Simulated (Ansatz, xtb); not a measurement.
Two isomers of F4OSi2

We compare I, `O=[Si](F)[Si](F)(F)F`, a singlet, with II, `F[Si]1(F)O[Si]1(F)F`, a singlet. Both are isolated molecules in the gas phase, relaxed with r2SCAN-D4/def2-SVP.

Problem. Estimate which is lower in electronic energy at CCSD(T)/def2-SVP + ΔMP2/def2-TZVPP, and by roughly how much.

Solution. The CCSD(T)/def2-SVP + ΔMP2/def2-TZVPP calculation puts structure II lower, by 20.6 kcal/mol.

Level by level:

| level | geometry | E(II) − E(I) (kcal/mol) | departure from the last row (kcal/mol) | job, with rough time for the two |
| --- | --- | --- | --- | --- |
| r2SCAN-D4/def2-SVP | r2SCAN-D4/def2-SVP | −21.6 | −1.1 | optimisation, 54 s |
| HF/def2-SVP | r2SCAN-D4/def2-SVP | −21.6 | −1.1 | part of the CCSD(T) run |
| MP2/def2-SVP | r2SCAN-D4/def2-SVP | −18.3 | +2.3 | part of the CCSD(T) run |
| CCSD(T)/def2-SVP | r2SCAN-D4/def2-SVP | −18.7 | +1.8 | single point |
| CCSD(T)/def2-SVP + ΔMP2/def2-TZVPP | r2SCAN-D4/def2-SVP | −20.6 |  | single point, 22 s |

As drawn, II has 2 O–Si in place of 1 O=Si. Structure I has no ring, II a 3-membered ring.

None of the levels shown reverses the order. The largest departure from CCSD(T)/def2-SVP + ΔMP2/def2-TZVPP is that of MP2/def2-SVP, 2.3 kcal/mol. Levels run at GFN2-xTB geometries aren't shown. The last row adds to CCSD(T) the change of the MP2 difference between the two basis sets, here −1.8 kcal/mol.

With harmonic frequencies from r2SCAN-D4/def2-SVP (ideal gas, rigid rotor, one conformer each, 200 K, 1 atm): on the last row, ΔE + ΔZPE = −19.9 kcal/mol. A mode under 50 cm⁻¹ makes harmonic enthalpies and free energies unreliable, so none is given.

The correlated steps freeze 15 core orbitals. Programs: Ansatz 0.2.0; the last row on 2 threads of Intel(R) Xeon(R) 6975P-C (Granite Rapids) on a shared host.
